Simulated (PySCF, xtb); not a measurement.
CHI2, SMILES I[CH]I (connectivity only; charge and spin as stated), charge +1, multiplicity 1.

Harmonic wavenumbers (cm⁻¹) from GFN2-xTB in xtb at its own minimum, in rising order: 141, 571, 647, 835, 1131, 2928.

Q: What does PBE0-D3(BJ)/def2-SVP (PySCF) give at its own minimum? (An estimate is asked for; the answer gives what the named calculation found.)

A: 153, 559, 732, 831, 1201, 3188. Paired by order, the mean absolute difference is 74 cm⁻¹ and the zero-point energies are 8.9 and 9.5 kcal/mol.
